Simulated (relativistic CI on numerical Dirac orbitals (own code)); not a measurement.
**Line list: Electric-dipole lines, Sc²⁰⁺**

These numbers are calculated, not measured: Dirac equation for one electron, model QED (radiative potential, 1s self-energy scaled to tabulated hydrogen-like ionisation energies) (own radial code, finite nucleus).

Configuration list: 1s, 2s, 2p, 3s, 3p, 3d, 4s, 4p, 4d, 4f, 5s, 5p, 5d, 5f, 5g, 6s, 6p, 6d. Levels of other configurations are missing.

```csv
λ vac (nm),Lower,Upper,A (s⁻¹),log gf,S velocity/length
0.23106,1s ²S1/2 [1],3p ²P°3/2 [8],3.25e+13,-0.98,1.00
0.27360,1s ²S1/2 [1],2p ²P°3/2 [4],1.21e+14,-0.26,1.00
0.27414,1s ²S1/2 [1],2p ²P°1/2 [2],1.22e+14,-0.56,1.00
0.98245,2p ²P°3/2 [4],5d ²D5/2 [22],1.83e+12,-0.80,1.00
1.0919,2p ²P°1/2 [2],4d ²D3/2 [12],3.40e+12,-0.61,1.00
1.0922,2s ²S1/2 [3],4p ²P°3/2 [13],1.88e+12,-0.87,1.00
1.1002,2p ²P°3/2 [4],4d ²D5/2 [15],4.01e+12,-0.36,1.00
1.4704,2p ²P°1/2 [2],3d ²D3/2 [7],1.06e+13,0.14,1.00
1.4709,2s ²S1/2 [3],3p ²P°3/2 [8],4.34e+12,-0.25,1.00
1.4756,2s ²S1/2 [3],3p ²P°1/2 [5],4.44e+12,-0.54,1.00
1.4847,2p ²P°3/2 [4],3d ²D5/2 [9],1.26e+13,0.40,1.00
1.4862,2p ²P°3/2 [4],3d ²D3/2 [7],2.09e+12,-0.56,1.00
2.4739,3p ²P°3/2 [8],6d ²D5/2 [30],3.66e+11,-0.70,1.00
2.8818,3p ²P°1/2 [5],5d ²D3/2 [19],5.54e+11,-0.56,1.00
2.8823,3s ²S1/2 [6],5p ²P°3/2 [20],3.17e+11,-0.80,1.00
2.8984,3d ²D3/2 [7],5f ²F°5/2 [21],8.29e+11,-0.20,1.00
2.8984,3p ²P°3/2 [8],5d ²D5/2 [22],6.61e+11,-0.30,1.00
2.9037,3d ²D5/2 [9],5f ²F°7/2 [24],8.84e+11,-0.05,1.00
4.2037,3p ²P°1/2 [5],4d ²D3/2 [12],1.14e+12,0.08,1.00
4.2049,3s ²S1/2 [6],4p ²P°3/2 [13],5.89e+11,-0.20,1.00
4.2209,3s ²S1/2 [6],4p ²P°1/2 [10],6.05e+11,-0.49,1.00
4.2365,3d ²D3/2 [7],4f ²F°5/2 [14],2.51e+12,0.61,1.00
4.2366,3p ²P°3/2 [8],4d ²D5/2 [15],1.37e+12,0.34,1.00
4.2419,3p ²P°3/2 [8],4d ²D3/2 [12],2.29e+11,-0.61,1.00
4.2465,3d ²D5/2 [9],4f ²F°7/2 [16],2.68e+12,0.76,1.00
4.2492,3d ²D5/2 [9],4f ²F°5/2 [14],1.79e+11,-0.54,1.00
5.9069,4p ²P°1/2 [10],6d ²D3/2 [28],1.40e+11,-0.53,1.00
5.9355,4p ²P°3/2 [13],6d ²D5/2 [30],1.68e+11,-0.27,1.00
9.0889,4p ²P°1/2 [10],5d ²D3/2 [19],2.39e+11,0.07,1.00
9.0911,4s ²S1/2 [11],5p ²P°3/2 [20],1.41e+11,-0.16,1.00
9.1294,4s ²S1/2 [11],5p ²P°1/2 [17],1.45e+11,-0.44,1.00
9.1512,4d ²D3/2 [12],5f ²F°5/2 [21],4.70e+11,0.55,1.00
9.1513,4p ²P°3/2 [13],5d ²D5/2 [22],2.89e+11,0.34,1.00
9.1641,4p ²P°3/2 [13],5d ²D3/2 [19],4.84e+10,-0.61,1.00
9.1698,4f ²F°5/2 [14],5g ²G7/2 [23],7.99e+11,0.91,1.00
9.1698,4d ²D5/2 [15],5f ²F°7/2 [24],5.03e+11,0.71,1.00
9.1762,4d ²D5/2 [15],5f ²F°5/2 [21],3.36e+10,-0.59,1.00
9.1784,4f ²F°7/2 [16],5g ²G9/2 [25],8.28e+11,1.02,1.00
9.1823,4f ²F°7/2 [16],5g ²G7/2 [23],2.95e+10,-0.52,1.00
9.2018,4p ²P°3/2 [13],5s ²S1/2 [18],8.80e+10,-0.65,1.00
16.742,5p ²P°1/2 [17],6d ²D3/2 [28],7.21e+10,0.08,1.00
16.746,5s ²S1/2 [18],6p ²P°3/2 [29],4.64e+10,-0.11,1.00
16.821,5s ²S1/2 [18],6p ²P°1/2 [26],4.78e+10,-0.39,1.00
16.847,5p ²P°3/2 [20],6d ²D5/2 [30],8.72e+10,0.35,1.00
16.946,5p ²P°3/2 [20],6s ²S1/2 [27],3.65e+10,-0.50,1.00
```

Terms are leading LS components. Brackets give the number of a level in order of energy, since labels repeat. The list gives strong lines, with weight on those to low levels. Levels whose partners in the same complex of configurations lie outside the list can be far off, and so can their lines. Rates are taken at the computed energies, electric ones in the length gauge. A velocity-to-length ratio far from 1 marks an uncertain rate.

(1) From the table, what is the radiative lifetime of 5d ²D5/2?

Results:

(1) The listed rates from this level add up to about 2.78e+12 s⁻¹, 99 % of its decay; with all channels τ = 3.56e-13 s.
